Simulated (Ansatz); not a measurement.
Input for Ansatz (a first-principles code): R-CCSD(T)/cc-pVDZ on BH5N2O (SMILES NB(N)O), a point of a torsion scan.

Ansatz 0.2 input:
```yaml
crystal:
  periodic: [false, false, false]
  atoms:
    - {symbol: N, position_ang: [0.90603920, 0.87029586, -0.13420624]}
    - {symbol: B, position_ang: [0.05186706, -0.24912286, -0.16009034]}
    - {symbol: N, position_ang: [-1.35478765, -0.08465193, -0.09634637]}
    - {symbol: O, position_ang: [0.63300938, -1.49052033, -0.24861970]}
    - {symbol: H, position_ang: [1.90156893, 0.76868870, -0.17868361]}
    - {symbol: H, position_ang: [0.59052670, 1.81852317, -0.07163672]}
    - {symbol: H, position_ang: [-1.79696414, 0.81225459, -0.03144514]}
    - {symbol: H, position_ang: [-2.00793926, -0.84591612, -0.11091352]}
    - {symbol: H, position_ang: [0.00094146, -2.20587921, -0.26179768]}
basis:
  gaussian:
    orbitals: cc-pVDZ
magnetization: {spin_polarized: false}
correlation: {method: ccsd_t, electrons: outside_noble_gas}
scf: {lower_state_search: off}
```

Program output:

```
WARN ansatz: RAYON_NUM_THREADS=1 ignored (pool sized by the plan → 1); use --threads N
Functional definition: HF
these checks for a lower state are left out or cut short: stability, starts, cluster_reference, orbital_swaps, neighbouring_geometries, increment
integrals: 0.07 GiB planned
748 factors; integrals over basis functions are off by at most 1.3e-3 eV
mean field: 0.15 GiB planned
mean field evaluation 1: about -5751.3493 eV, gradient 4.5e1 eV
mean field evaluation 2: about -5751.3502 eV, gradient 4.5e1 eV
mean field evaluation 4: about -5755.5374 eV, gradient 2.9e0 eV
mean field evaluation 8: about -5755.5646 eV, gradient 8.8e-5 eV
mean field -5755.56455880 eV, -211.5130962741 hartree, gradient 2.8e-6 eV, S^2 0.000000; 0 other end points of the search recorded, 0 dependent functions left out
4 core orbitals not correlated
reference -5755.56455880 eV, -211.5130962741 hartree; 12, 12 occupied and 65, 65 virtual orbitals, 748 factors
second order -16.56929126 eV of doubles, -0.00000000 eV of singles
coupled cluster: 0.23 GiB planned
cycle   1  -16.99081525 eV  change   -4.2e-1 eV  update   7.7e-2
cycle   2  -17.33138313 eV  change   -3.4e-1 eV  update   2.2e-2
cycle   3  -17.41325532 eV  change   -8.2e-2 eV  update   1.1e-2
cycle   4  -17.40892788 eV  change    4.3e-3 eV  update   2.2e-3
cycle   5  -17.40800981 eV  change    9.2e-4 eV  update   7.6e-4
cycle   6  -17.40808766 eV  change   -7.8e-5 eV  update   2.3e-4
cycle   7  -17.40796217 eV  change    1.3e-4 eV  update   6.1e-5
cycle   8  -17.40792833 eV  change    3.4e-5 eV  update   1.8e-5
cycle   9  -17.40792350 eV  change    4.8e-6 eV  update   6.5e-6
perturbative correction -0.41507406 eV, -0.0152536904 hartree
Total energy: -5773.38755636 eV, -212.1680793536 hartree
Checks for a lower state left out: stability, starts, cluster_reference, orbital_swaps, neighbouring_geometries, increment
```

Self-consistency was reached.

Cost: around 4 core-seconds (rough).
